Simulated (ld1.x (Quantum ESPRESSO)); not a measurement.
Which change was made? (Tb, ultrasoft)

```json
{
 "Element": "Tb",
 "Generator": "ld1.x (Quantum ESPRESSO) 7.5",
 "Type": "ultrasoft",
 "Functional": "PBE",
 "Relativity": "fully relativistic",
 "Frozen core": "[Kr] 4d10",
 "Valence charge": "19",
 "Reference configuration": "4f9 5s2 5p6 5d0 6s0 6p0 (charge +2)",
 "Partial waves": "5s (bound): rcut 1.80, rcutus 2.30 bohr; 6s (bound, empty): rcut 1.80, rcutus 2.30 bohr; 5p (bound): rcut 2.10, rcutus 2.30 bohr; 6p (bound, empty): rcut 2.10, rcutus 2.30 bohr; 5d (bound, empty): rcut 1.90, rcutus 2.30 bohr; 5d channel at 1.65 Ry: rcut 1.90, rcutus 2.30 bohr; 4f (bound): rcut 1.15, rcutus 1.45 bohr; 4f channel at -0.6 Ry: rcut 1.15, rcutus 1.45 bohr",
 "Local potential": "all-electron potential smoothed inside 1.85 bohr (lloc = -1)",
 "Core correction": "none",
 "Augmentation charge": "PSQ, radius 1.00 bohr"
}
```

Open shells are filled in proportion to 2j + 1 (rel_dist='average').

Cutoffs, loose and tight: the cutoffs (Ry, on a coarse ladder) from which the occupation-weighted sum of valence levels, in a spherical-Bessel basis at the reference potential, stays within 10 and 1 mRy of its value at 400 Ry. They do not see the model core or the augmentation charge, which bear on the density cutoff. Test errors are all-electron minus pseudo excitation energies from the reference, over the configurations 4f9 5s2 5p6 5d0 6s2 6p0; 4f9 5s2 5p6 5d0 6s1 6p0; 4f8 5s2 5p6 5d0 6s0 6p0; 4f9 5s1 5p6 5d0 6s2 6p0; 4f8 5s2 5p6 5d0 6s2 6p0; 4f10 5s2 5p6 5d0 6s0 6p0; 4f9 5s2 5p6 5d1 6s0 6p0; variants that change the core or the reference have their own tests. The largest error is taken over the tests solved by every variant that gives reliable tests at all, those not shown here included: 4f9 5s1 5p6 5d0 6s2 6p0; 4f9 5s2 5p6 5d0 6s1 6p0; 4f9 5s2 5p6 5d0 6s2 6p0.

The base gives: outcome: generated, overlap not positive; bound ghosts: not determined (overlap not positive); largest test error (meV): +14.

(1) After one change the result is: outcome: generated, overlap not positive; bound ghosts: not determined (overlap not positive); largest test error (meV): +15. Which change was it?
A. local potential all-electron potential smoothed inside 0.94 bohr (lloc = -1)
B. local potential all-electron potential smoothed inside 2.44 bohr (lloc = -1)
C. local potential all-electron potential smoothed inside 1.64 bohr (lloc = -1)

Results:

(1) C. The others give: local potential all-electron potential smoothed inside 2.44 bohr (lloc = -1) → outcome: generated; cutoff, loose: 80 Ry; cutoff, tight: 140 Ry; bound ghosts: none; largest test error (meV): +11 | local potential all-electron potential smoothed inside 0.94 bohr (lloc = -1) → outcome: generated, overlap not positive; bound ghosts: not determined (overlap not positive); largest test error (meV): -19. A file whose overlap is not positive is unfit for use, and its test errors describe a broken file.
